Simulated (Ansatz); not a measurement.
Reactions of C₄H₄F₄, SMILES `FCC=C(F)C(F)F`.

Calculated with Ansatz (gas phase, PBE0-D4/def2-TZVP geometries, no zero-point term in ΔE). CBS: MP2 limit from def2 TZ/QZ plus the TZ coupled-cluster correction, frozen cores. This one scheme is used for every species. Double bonds are as drawn, so ΔE can hold a change between cis and trans. Functionals use def2-TZVPP. Each species was taken in one conformer, which may not be the lowest.

| reaction | r2SCAN-D4 (kcal/mol) | ωB97M-V (kcal/mol) | ωB97X-V (kcal/mol) |
| --- | --- | --- | --- |
| `FC/C=C(/F)C(F)F` + `[SiH3]CS` → `FCSC[SiH3]` + `C=C(F)C(F)F` | -1.7 | -1.4 | -1.1 |
| `FC/C=C(/F)C(F)F` + H₂ → `C=C(F)C(F)F` + `CF` | -12.4 | -13.3 | -13.2 |
| `FC/C=C(/F)C(F)F` + H–F → `FCC=C(F)F` + `FCF` | 3.7 | 4.7 | 4.1 |
| `FC/C=C(/F)C(F)F` + `CC(O)F` → `CC(F)OC(F)F` + `F/C=C\CF` | -3.3 | -3.2 | -3.5 |

Give the CCSD(T)/CBS values in the same order. (Best estimate.)

The calculation gave: -1.5, -13.7, 7.6, -2.7 kcal/mol.

Largest T1 diagnostic: 0.012, for `C=C(F)C(F)F`.
